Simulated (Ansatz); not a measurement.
Isolated molecules relaxed with PBE0-D4/def2-TZVP in Ansatz; ΔE leaves out vibrations. CBS: MP2 limit from def2 TZ/QZ plus the TZ coupled-cluster correction, frozen cores. This one scheme is used for every species. DFT in def2-TZVPP. B3LYP here is the variant with VWN-RPA as its local correlation; programs differ in this. For Se outer-core shells are correlated without core-valence functions, which leaves a few kJ/mol of doubt a bond. Scalar relativity is left out up to krypton. One conformer a species, not always the lowest.

Reaction (substitution at a C–C bond): `[SiH3]CC[SeH]` + CH₃NH₂ → `CNC[SeH]` + `C[SiH3]`

```csv
level,ΔE (kcal/mol),difference from CCSD(T)/CBS
r2SCAN-D4,2.9,-1.3
ωB97X-V,3.1,-1.1
ωB97M-V,3.3,-0.9
PBE,2.7,-1.5
PBE0,3.1,-1.1
B3LYP,2.5,-1.7
CCSD(T)/def2-TZVPP,3.7,-0.5
HF/def2-QZVPP,2.8,-1.4
SCS-MP2/def2-QZVPP,4.1,-0.1
HF/CBS(def2),2.8,-1.4
CCSD(T)/CBS,4.2,0
```

Largest T1 diagnostic among the species: 0.010.

In def2-TZVPP, CCSD(T) changes the Hartree–Fock value by +1.0 kcal/mol (the triples alone add +0.0 kcal/mol) and MP2 by +1.4 kcal/mol.
